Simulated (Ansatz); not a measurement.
C2H5NOSi (`O=C/N=C\[SiH3]`). Total charge 0; spin multiplicity 1. Geometry: relaxed with PBE0-D4/def2-TZVP. It is one conformer, not always the lowest.

```xyz
10

O    -2.063   -0.245   -0.382
C    -1.311   -1.183   -0.393
N    -0.303   -1.388    0.541
C     0.560   -0.488    0.778
Si    0.755    1.190   -0.107
H    -1.404   -2.018   -1.108
H     1.256   -0.709    1.595
H     2.206    1.513   -0.066
H     0.010    2.223    0.652
H     0.293    1.105   -1.511
```

Q: What is the dipole moment at r2SCAN/def2-TZVPP? (Best estimate.)

A: Computed: 2.27 D, with components (2.26, -0.20, -0.06) D in this frame, pointing from negative to positive charge.

Q: And with PBE, B3LYP, ωB97M-V? (Best estimate.)

A: The calculation gave: PBE 2.18 D, B3LYP 2.32 D, ωB97M-V 2.31 D.

Q: Give the Mulliken charges with r2SCAN, B3LYP, PBE in def2-TZVPP. (Estimate.)

A: The calculation gave: 
| atom | r2SCAN | B3LYP | PBE |
| --- | --- | --- | --- |
| O1 | -0.31 | -0.28 | -0.24 |
| C2 | 0.27 | 0.19 | 0.15 |
| N3 | -0.22 | -0.16 | -0.11 |
| C4 | -0.01 | -0.08 | -0.06 |
| Si5 | 0.27 | 0.26 | 0.19 |
| H6 | 0.06 | 0.09 | 0.06 |
| H7 | 0.08 | 0.12 | 0.10 |
| H8 | -0.07 | -0.06 | -0.05 |
| H9 | -0.04 | -0.04 | -0.03 |
| H10 | -0.04 | -0.04 | -0.03 |

B3LYP here is the variant with VWN-RPA as its local correlation; programs differ in this.
